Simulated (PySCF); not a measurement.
**Functional dependence of a UV spectrum**

Compound: C₂H₉BGe.
Numbering: `[CH3:1][B:2]([CH3:3])[GeH3:4]` (hydrogens: H5, H6, H7 on C1; H8, H9, H10 on C3; H11, H12, H13 on Ge4)

Linear-response calculations in the def2-SVPD basis (PySCF; singlets by full response, triplets Tamm–Dancoff, core orbitals frozen in the response; HF means time-dependent Hartree–Fock). 'Strongest' is the level of largest summed f among the singlets computed (10 roots, of which the last may lack a degenerate partner); it can jump between rows when another state enters that window. S1 is the lowest singlet of each run and needn't be the same state throughout; f(S1) is that of one state. Isolated species at its PBE0-D3(BJ)/def2-SVP geometry, gas phase. The LDA/def2-SVPD calculation is non-relativistic and has no spin–orbit coupling, an omission that weighs most on germanium.

```csv
functional,kind,S1 (eV),f(S1),strongest (eV),T1 (eV),HOMO (eV),gap (eV),"ionisation energy, ΔSCF (eV)"
LDA,LDA,4.25,0.006,7.21,3.73,-6.47,3.99,9.42
PBE,GGA,4.33,0.006,7.24,3.66,-6.40,4.11,9.30
B3LYP,"global hybrid, 20% exact exchange",4.57,0.007,7.84,3.93,-7.38,5.86,9.56
PBE0,"global hybrid, 25% exact exchange",4.61,0.007,8.27,3.85,-7.56,6.24,9.53
BHandHLYP,"global hybrid, 50% exact exchange",4.86,0.008,8.29,4.13,-8.66,8.41,9.65
CAM-B3LYP,range-separated hybrid,4.70,0.007,8.33,4.02,-8.88,8.72,9.68
wB97X-D,range-separated hybrid,4.75,0.007,8.29,4.11,-9.38,9.95,9.60
LC-wPBE,range-separated hybrid,4.82,0.007,8.81,4.00,-10.18,11.19,9.77
HF,Hartree–Fock,5.26,0.010,9.49,4.23,-10.34,12.27,not settled
```

S1 runs from 4.25 eV (LDA) to 5.26 eV (HF), a spread of 1.00 eV, while the orbital gap spreads over 8.3 eV. Along PBE (0%), B3LYP (20%), PBE0 (25%), BHandHLYP (50%), HF (100%) S1 rises with the share of exact exchange. −ε(HOMO) comes closest to its own ΔSCF ionisation energy with wB97X-D (-0.22 eV) and misses most with LDA (-2.95 eV). 'Not settled' means that the ion's SCF failed to converge or may have ended in another state than the lowest.
